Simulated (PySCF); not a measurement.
Which level of theory gave which numbers?

H7NP2Si.
Atom-mapped SMILES: `[NH2:1][SiH:2]([PH2:3])[PH2:4]` (hydrogens: H5, H6 on N1; H7 on Si2; H8, H9 on P3; H10, H11 on P4)

The closed-shell ground state was solved 7 times with PySCF (density fitting, gas phase), always with PBE0, in these basis sets: 6-311+G(2d,p), 6-31G, IGLO-III, STO-3G, aug-cc-pVDZ, def2-SVP and pcSseg-2. One conformer (not necessarily the lowest) at the PBE0-D3(BJ)/def2-SVP geometry, without solvent, vibrations or thermal averaging.

| row | total energy (Eh) | HOMO (eV) | LUMO (eV) | dipole (D) |
| --- | --- | --- | --- | --- |
| P | -1030.8250 | -7.32 | -0.08 | 1.77 |
| Q | -1030.5604 | -7.10 | 0.53 | 2.33 |
| R | -1018.9321 | -3.58 | 5.58 | 1.34 |
| S | -1030.7576 | -7.29 | -0.43 | 1.69 |
| T | -1030.7972 | -7.32 | -0.27 | 1.73 |
| U | -1030.8042 | -7.25 | 0.13 | 1.63 |
| V | -1030.3958 | -7.18 | 0.62 | 2.00 |

Task: Which basis belongs to which row?

Result: P = pcSseg-2, Q = 6-31G, R = STO-3G, S = aug-cc-pVDZ, T = 6-311+G(2d,p), U = IGLO-III, V = def2-SVP. From the lowest total energy up: pcSseg-2 (263 functions) 0 eV; IGLO-III (237 functions) +0.57 eV; 6-311+G(2d,p) (174 functions) +0.76 eV; aug-cc-pVDZ (167 functions) +1.83 eV; 6-31G (62 functions) +7.20 eV; def2-SVP (103 functions) +11.68 eV; STO-3G (39 functions) +323.62 eV.

The values belong to the conformer `[NH2:1][SiH:2]([PH2:3])[PH2:4]`: H–N1–Si2–P3 171°, H–N1–Si2–P3 -47°, H–P3–Si2–N1 -178°, H–P3–Si2–N1 -83°, H–P4–Si2–N1 -56°, H–P4–Si2–N1 38°.
